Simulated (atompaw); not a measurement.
# Cutoff test, Zr, PAW (atompaw)

atompaw 4.2.0.5 input, output lines left out:

```
Zr 40
GGA-PBE scalarrelativistic loggrid 1500 logderivrange -2 5 176
5 5 4 0 0 0
5 0 1.5
5 1 0.5
4 2 2
0 0 0
c
c
c
c
v
c
c
c
v
c
v
2
3.00 2.40 2.60 2.50
y
1.35
n
y
1.4
n
y
1.35
n
custom polynom2 7 10 vanderbiltortho besselshape
3 0 vpsmatchnc
2.85
2.85
3.00
3.00
3.00
3.00
```

The pseudo-atom Hamiltonian at the reference potential is diagonalised in spherical Bessel functions j_l(qr) that vanish at 20 bohr, with q² up to the cutoff. All-electron valence levels (Ry): 5s -0.3539, 5p -0.1302, 4d -0.3044.

Q: How do the lowest levels (Ry) of each channel move with the cutoff, and are there ghosts?

A:

```tsv
cutoff (Ry)	s #1	s #2	s #3	p #1	p #2	d #1	f #1	f #2	Σ f·Δε (mRy)
8	-2.0142	-0.3534	-0.0155	-0.1301	0.0280	-0.2870	0.0867	0.2006	35.5
12	-4.6592	-0.3538	-0.0156	-0.1302	0.0280	-0.3015	0.0867	0.2005	5.9
18	-6.1002	-0.3538	-0.0156	-0.3916	-0.1302	-0.3028	0.0867	0.2004	3.3
21	-6.3121	-0.3538	-0.0156	-0.5889	-0.1302	-0.3036	0.0867	0.2004	1.7
30	-6.5406	-0.3539	-0.0156	-0.8430	-0.1302	-0.3039	0.0867	0.2004	0.9
40	-6.6259	-0.3539	-0.0156	-0.9109	-0.1302	-0.3042	0.0867	0.2004	0.3
400	-6.6370	-0.3539	-0.0156	-0.9285	-0.1302	-0.3044	0.0867	0.2004	0.0
```

Result: ghost states, extra bound levels that the all-electron valence spectrum of the same l lacks: s at -90.3 eV, p at -12.6 eV (a true bound ghost makes a file unfit for plane-wave use); 10 mRy is reached at 12 Ry and 1 mRy at 30 Ry.
